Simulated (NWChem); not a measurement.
System: AlNH$_{2}$Cl$_{2}$; SMILES [NH2][Al]([Cl])[Cl]

Computed with NWChem. The geometry was optimised at PBE0/def2-SVP. One conformer.

Diagonal of the polarisability tensor at PBE0/def2-SVPD, static: 65.86, 48.88, 61.96 bohr³.

Task: Find the mean polarisability volume, the molar refraction, and the refractive index that an ideal gas of it would have at 273.15 K and 1 atm.

Result: 
1. Mean: one third of the trace = 58.90 bohr³ × 0.14818 Å³/bohr³ = 8.73 Å³.
2. Molar refraction (Lorentz-Lorenz): (4π/3) N_A α = 22.0 cm³/mol.
3. Number density p/kT = 2.687 × 10⁻⁵ Å⁻³; n − 1 = 2π N α = 14.73 × 10⁻⁴.
4. These hold the electronic response alone: vibrational and orientational terms add to the static dielectric constant.
